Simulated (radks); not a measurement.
The erbium ion Er22+, configuration [Kr] 4d10.

Calculated with a radial shooting solver on a logarithmic mesh with Libxc functionals: scalar-relativistic Kohn-Sham, PBE, spin-polarised, spherical densities, point nucleus.

Energy parts (eV):
| part | energy |
|---|---|
| total | -350963.62 |
| kinetic | 381027.39 |
| electron-nucleus | -830636.63 |
| Hartree | 105528.70 |
| exchange-correlation | -6883.08 |

Orbitals (lengths in bohr, moments of r in powers of bohr):
| orbital | occ. | eigenvalue (eV) | <r^4> |
|---|---|---|---|
| 1s | 2 | -58014.56 | 8.638e-07 |
| 2s | 2 | -10281.48 | 0.0001345 |
| 2p | 6 | -9165.922 | 0.0001024 |
| 3s | 2 | -2809.339 | 0.005016 |
| 3p | 6 | -2469.981 | 0.005280 |
| 3d | 10 | -2046.145 | 0.004122 |
| 4s | 2 | -1028.583 | 0.09869 |
| 4p | 6 | -910.4296 | 0.1195 |
| 4d | 10 | -753.6057 | 0.1442 |
| 5s | 0 | -512.0762 | 1.147 |
| 5p | 0 | -465.5632 | 1.427 |

The highest occupied level is 4d at -753.61 eV. The density falls to 0.001 e/bohr^3 at r = 1.41 bohr. Summed over all electrons, <r^2> = 6.372 bohr^2, which gives a Langevin (diamagnetic) susceptibility term of -5.05 x 10^-6 cm^3/mol.
